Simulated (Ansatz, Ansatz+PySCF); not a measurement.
```xyz
10

C     0.9483   -0.3018   -0.6908
C    -0.0731    0.5046   -1.1113
C    -0.9979    0.6424   -0.0253
C    -0.5150   -0.1148    1.0923
C     0.6652   -0.6976    0.7238
H     1.8136   -0.6083   -1.2609
H    -0.1724    0.9605   -2.0848
H    -1.9088    1.2248   -0.0433
H    -1.0042   -0.2040    2.0506
H     1.2967   -1.3305    1.3300
```

Basis set: def2-SVP (spherical functions). Correlated methods keep 5 orbitals frozen. Charge 0, multiplicity 2.

Computed with Ansatz (development build ahead of 0.2.0); each method stands on the lowest determinant of its kind that the runs found.

Give the atomization energy at this shape (free ground-state atoms in the same class of orbitals less the molecule, no zero-point energy) of doublet C₅H₅ by UHF-MP2, UHF.

```
 method  atomization energy
UHF-MP2    1060.76 kcal/mol
    UHF     835.68 kcal/mol
```

Caution: the unrestricted determinant is spin contaminated.
